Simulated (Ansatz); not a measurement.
Ansatz (a quantum-chemistry and plane-wave program) job for Ni(CO)2 (C2NiO2), SMILES [C-](#[O+])->[Ni]<-[C-]#[O+], multiplicity 1, PBE-D3(BJ)/def2-SVP. 

Ansatz 0.2 input:
```yaml
crystal:
  periodic: [false, false, false]
  atoms:
    - {symbol: Ni, position_ang: [-0.00000000, -0.00000000, -0.48454607]}
    - {symbol: O, position_ang: [-0.00000000, -2.61320038, 0.73933925]}
    - {symbol: C, position_ang: [0.00000001, -1.63133578, 0.14482183]}
    - {symbol: O, position_ang: [-0.00000000, 2.61320038, 0.73933925]}
    - {symbol: C, position_ang: [0.00000001, 1.63133578, 0.14482183]}
basis:
  gaussian:
    orbitals: def2-SVP
hamiltonian:
  xc: pbe
  dispersion: d3bj
relax: {f_tol: 0.002, max_steps: 200}
```

Log of the run:

```
WARN ansatz: RAYON_NUM_THREADS=1 ignored (pool sized by the plan → 1); use --threads N
Functional definition: PBE
integrals: 0.03 GiB planned
994 factors; their error is unknown
mean field: 0.20 GiB planned
mean field evaluation 1: about -47181.6793 eV, gradient 7.1e1 eV
mean field evaluation 2: about -46595.9658 eV, gradient 3.7e2 eV
mean field evaluation 4: about -47180.4720 eV, gradient 7.4e1 eV
mean field evaluation 8: about -47189.5979 eV, gradient 1.1e-1 eV
mean field -47189.55941645 eV, -1734.1843223224 hartree, gradient 9.7e-6 eV, S^2 0.000000; 0 other end points of the search recorded, 0 dependent functions left out
the calculation of the forces begins
reference -47189.55946152 eV, -1734.1843239785 hartree; 28, 28 occupied and 59, 59 virtual orbitals, 994 factors
relax step   1: F+E_penalty+E_count = -47189.65322151 eV  Δ(F+E_penalty+E_count) = +0.000e0 eV  max|allowed force component| = 1.509e0 eV/Å  Δτ_max = 0.0000 Å  (54 SCF iters, accepted)
these checks for a lower state are left out or cut short: starts, cluster_reference, orbital_swaps, neighbouring_geometries, increment
integrals: 0.03 GiB planned
994 factors; their error is unknown
mean field: 0.20 GiB planned
mean field evaluation 16: about -47189.6239 eV, gradient 2.7e-2 eV
mean field -47189.58600729 eV, -1734.1852995178 hartree, gradient 1.2e-5 eV, S^2 0.000000; 0 other end points of the search recorded, 0 dependent functions left out
the calculation of the forces begins
reference -47189.58605218 eV, -1734.1853011674 hartree; 28, 28 occupied and 59, 59 virtual orbitals, 994 factors
relax step   2: F+E_penalty+E_count = -47189.67989344 eV  Δ(F+E_penalty+E_count) = -2.667e-2 eV  max|allowed force component| = 1.865e-1 eV/Å  Δτ_max = 0.0220 Å  (32 SCF iters, accepted)
these checks for a lower state are left out or cut short: starts, cluster_reference, orbital_swaps, neighbouring_geometries, increment
integrals: 0.03 GiB planned
994 factors; their error is unknown
mean field: 0.20 GiB planned
mean field -47189.58855076 eV, -1734.1853929885 hartree, gradient 7.5e-6 eV, S^2 0.000000; 0 other end points of the search recorded, 0 dependent functions left out
the calculation of the forces begins
reference -47189.58859557 eV, -1734.1853946351 hartree; 28, 28 occupied and 59, 59 virtual orbitals, 994 factors
relax step   3: F+E_penalty+E_count = -47189.68269724 eV  Δ(F+E_penalty+E_count) = -2.804e-3 eV  max|allowed force component| = 9.492e-2 eV/Å  Δτ_max = 0.0213 Å  (32 SCF iters, accepted)
these checks for a lower state are left out or cut short: starts, cluster_reference, orbital_swaps, neighbouring_geometries, increment
integrals: 0.03 GiB planned
994 factors; their error is unknown
mean field: 0.20 GiB planned
mean field evaluation 32: about -47189.6265 eV, gradient 4.4e-2 eV
mean field -47189.59053774 eV, -1734.1854660088 hartree, gradient 2.0e-5 eV, S^2 0.000000; 0 other end points of the search recorded, 0 dependent functions left out
the calculation of the forces begins
reference -47189.59058241 eV, -1734.1854676501 hartree; 28, 28 occupied and 59, 59 virtual orbitals, 994 factors
relax step   4: F+E_penalty+E_count = -47189.68516284 eV  Δ(F+E_penalty+E_count) = -2.466e-3 eV  max|allowed force component| = 1.716e-1 eV/Å  Δτ_max = 0.0403 Å  (32 SCF iters, accepted)
these checks for a lower state are left out or cut short: starts, cluster_reference, orbital_swaps, neighbouring_geometries, increment
integrals: 0.03 GiB planned
994 factors; their error is unknown
mean field: 0.20 GiB planned
mean field -47189.59149021 eV, -1734.1855010113 hartree, gradient 9.2e-6 eV, S^2 0.000000; 0 other end points of the search recorded, 0 dependent functions left out
the calculation of the forces begins
reference -47189.59153485 eV, -1734.1855026518 hartree; 28, 28 occupied and 59, 59 virtual orbitals, 994 factors
relax step   5: F+E_penalty+E_count = -47189.68633206 eV  Δ(F+E_penalty+E_count) = -1.169e-3 eV  max|allowed force component| = 1.282e-1 eV/Å  Δτ_max = 0.0238 Å  (32 SCF iters, accepted)
these checks for a lower state are left out or cut short: starts, cluster_reference, orbital_swaps, neighbouring_geometries, increment
integrals: 0.03 GiB planned
994 factors; their error is unknown
mean field: 0.20 GiB planned
mean field -47189.59211997 eV, -1734.1855241547 hartree, gradient 1.3e-5 eV, S^2 0.000000; 0 other end points of the search recorded, 0 dependent functions left out
the calculation of the forces begins
reference -47189.59216468 eV, -1734.1855257977 hartree; 28, 28 occupied and 59, 59 virtual orbitals, 994 factors
relax step   6: F+E_penalty+E_count = -47189.68707732 eV  Δ(F+E_penalty+E_count) = -7.453e-4 eV  max|allowed force component| = 1.319e-2 eV/Å  Δτ_max = 0.0173 Å  (32 SCF iters, accepted)
these checks for a lower state are left out or cut short: starts, cluster_reference, orbital_swaps, neighbouring_geometries, increment
integrals: 0.03 GiB planned
994 factors; their error is unknown
mean field: 0.20 GiB planned
mean field -47189.59210152 eV, -1734.1855234765 hartree, gradient 1.5e-5 eV, S^2 0.000000; 0 other end points of the search recorded, 0 dependent functions left out
the calculation of the forces begins
reference -47189.59214622 eV, -1734.1855251191 hartree; 28, 28 occupied and 59, 59 virtual orbitals, 994 factors
relax step   7: F+E_penalty+E_count = -47189.68711814 eV  Δ(F+E_penalty+E_count) = -4.082e-5 eV  max|allowed force component| = 9.749e-4 eV/Å  Δτ_max = 0.0063 Å  (33 SCF iters, accepted)
these checks for a lower state are left out or cut short: starts, cluster_reference, orbital_swaps, neighbouring_geometries, increment
integrals: 0.03 GiB planned
994 factors; their error is unknown
mean field: 0.20 GiB planned
mean field evaluation 64: about -47189.6277 eV, gradient 1.8e-4 eV
mean field -47189.59207804 eV, -1734.1855226136 hartree, gradient 1.5e-5 eV, S^2 0.000000; 0 other end points of the search recorded, 0 dependent functions left out
the calculation of the forces begins
reference -47189.59212273 eV, -1734.1855242560 hartree; 28, 28 occupied and 59, 59 virtual orbitals, 994 factors
relax step   8: F+E_penalty+E_count = -47189.68712066 eV  Δ(F+E_penalty+E_count) = -2.516e-6 eV  max|allowed force component| = 1.822e-3 eV/Å  Δτ_max = 0.0024 Å  (33 SCF iters, accepted)
integrals: 0.03 GiB planned
994 factors; their error is unknown
mean field: 0.20 GiB planned
mean field -47189.59207804 eV, -1734.1855226136 hartree, gradient 1.7e-5 eV, S^2 0.000000; 1 other end points of the search recorded, 0 dependent functions left out
the calculation of the forces begins
reference -47189.59212273 eV, -1734.1855242560 hartree; 28, 28 occupied and 59, 59 virtual orbitals, 994 factors
Total energy: -47189.68716535 eV, -1734.1890170078 hartree
Atom 0 at    -0.000005     0.000000    -0.591905 Å, force     0.000040     0.000000    -0.001406 eV/Å
Atom 1 at    -0.000002    -2.516814     0.817875 Å, force     0.000021     0.000363    -0.000350 eV/Å
Atom 2 at     0.000005    -1.586361     0.119965 Å, force    -0.000041    -0.001822     0.001053 eV/Å
Atom 3 at    -0.000003     2.516814     0.817875 Å, force     0.000021    -0.000363    -0.000350 eV/Å
Atom 4 at     0.000005     1.586361     0.119965 Å, force    -0.000041     0.001822     0.001053 eV/Å
Dipole moment:    -0.000004     0.000000    -0.399684 e Å
```

The run converged.

Cost: around 9 core-seconds (rough).
